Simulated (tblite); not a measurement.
Species: C₇H₄FNSe.
Cartesian coordinates in Å at the GFN2-xTB level; atoms count from 1:
```xyz
14
C7H4FNSe angstrom
N      3.774    0.502   -1.106
C      3.246   -0.022   -0.233
Se     2.405   -0.858    1.147
C      0.623   -0.370    0.533
C     -0.127   -1.296   -0.175
C     -1.390   -0.954   -0.622
C     -1.874    0.313   -0.343
F     -3.101    0.651   -0.776
C     -1.136    1.244    0.368
C      0.126    0.894    0.811
H      0.274   -2.278   -0.380
H     -1.995   -1.650   -1.180
H     -1.548    2.220    0.566
H      0.723    1.603    1.367
```

Computed with GFN2-xTB (tblite): harmonic, unscaled wavenumbers at the GFN2-xTB geometry, gas phase. This tight-binding method is rough: wavenumbers can miss measured ones by several per cent, in bad cases by 10 to 20. One conformer, not necessarily the lowest. The optimisation stopped once no atom felt more than 0.01 eV/Å.

Lowest wavenumbers of the output (negative numbers stand for imaginary wavenumbers):
```
mode    cm-1
  1     -30.8
  2      54.1
  3     122.5
  4     192.6
  5     254.4
  6     301.4
  7     338.7
  8     373.4
```

Is this structure a minimum?

Not by this Hessian. 1 mode is imaginary beyond 20i (31i cm⁻¹), so at this level the point lies at or near a first-order saddle. The curvature is small, so loose convergence or finite differences may be the whole cause.

Which atoms move in the imaginary mode?

31i: N1 (cyano nitrogen) 26 %, C10 (aromatic CH carbon) 12 %, C6 (aromatic CH carbon) 12 %, C9 (aromatic CH carbon) 12 %. These are shares of the mass-weighted motion.

What is the remedy?

Step along that mode in both directions, optimise again with tighter thresholds and repeat the frequencies. The zero-point energy of this point (54.8 kcal/mol) counts the 35 real modes alone, and thermal corrections from it aren't those of a minimum.

Run on an Arm Neoverse V1 with one thread (shared host). The figure is for the frequency step alone.
